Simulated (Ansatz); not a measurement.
C4H10Si can be A, `C1CC[SiH2]C1`, or B, `C/C=C/[SiH2]C`.

Gas-phase electronic energies from Ansatz, PBE0-D4/def2-TZVP geometries. CCSD(T)/CBS adds triple-zeta CCSD(T) − MP2 to the extrapolated MP2 energy (def2 sets, frozen cores). Functionals use def2-TZVPP. B3LYP here is the variant with VWN-RPA as its local correlation; programs differ in this. Each species was taken in one conformer, which may not be the lowest.

(1) Which is lower in electronic energy at CCSD(T)/CBS, and by how much? (An estimate is asked.)

(2) Give E(B) − E(A) in kJ/mol with r2SCAN-D4, ωB97M-V, MP2/def2-TZVPP, B3LYP, B3LYP-D4, CCSD(T)/def2-TZVPP, HF/def2-TZVPP. (Best estimate.)

Largest T1 diagnostic: 0.011.

## Answers

(1) Ansatz gave: A, by 43.0 kJ/mol.

(2) Ansatz gave: r2SCAN-D4 42.6, ωB97M-V 46.5, MP2/def2-TZVPP 52.1, B3LYP 21.3, B3LYP-D4 29.7, CCSD(T)/def2-TZVPP 43.2, HF/def2-TZVPP 18.6. None reverses the order clearly.

From PBE to PBE0 (25 % exact exchange), in def2-TZVPP and without D4, E(B) − E(A) moves by +11.4 kJ/mol. In def2-TZVPP, CCSD(T) changes the Hartree–Fock value by +24.6 kJ/mol (the triples alone add −0.0 kJ/mol) and MP2 by +33.5 kJ/mol.
